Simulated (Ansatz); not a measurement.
Z-matrix (Å, degrees):
```
N
In 1 2.009
H 1 1.011 2 114.5
H 1 1.010 2 116.6 3 129.0
N 2 2.009 1 129.2 3 -158.1
Cl 2 2.335 1 115.4 3 21.9
H 5 1.010 2 116.6 1 -29.1
H 5 1.011 2 114.5 1 -158.1
```

Total charge 0; spin multiplicity 1. In: def2 effective core potential.

Question: List the B3LYP/def2-TZVPP orbital energies in eV (Ansatz). (Estimate.)

Answer: The calculation gave: Occupied: -2761.67, -389.34, -389.34, -256.39, -195.40, -195.29, -195.27, -127.47, -84.16, -83.97, -83.85, -23.29, -23.07, -22.10, -21.18, -21.10, -20.82, -20.71, -20.28, -13.14, -13.08, -12.15, -10.07, -9.28, -8.50, -8.26, -7.46, -7.25. Lowest empty: -1.59, -0.74, 0.31, 0.34, 1.75, 1.82, 2.56, 2.67.

B3LYP here is the variant with VWN-RPA as its local correlation; programs differ in this.
